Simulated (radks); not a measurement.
Values are calculated unless marked as measured or tabulated.
Neutral iridium is in [Xe] 4f14 5d8 6s1. Level of theory: scalar-relativistic Kohn-Sham, LDA (Slater exchange, Perdew-Wang correlation), spin-polarised, spherical densities, finite nucleus; Fermi nuclear charge, rms radius of each element as measured or else 0.836 A^(1/3) + 0.57 fm (a radial shooting solver on a logarithmic mesh with Libxc functionals). Open shells are filled with parallel spins first. One electron is removed from 4f, 5d, 6s, 5p in turn, with full relaxation. Which removal costs least, and what does each cost?

Answer. 5d 9.464 eV; 6s 9.679 eV; 5p 57.613 eV; 4f 70.054 eV. The 5d electron leaves first.
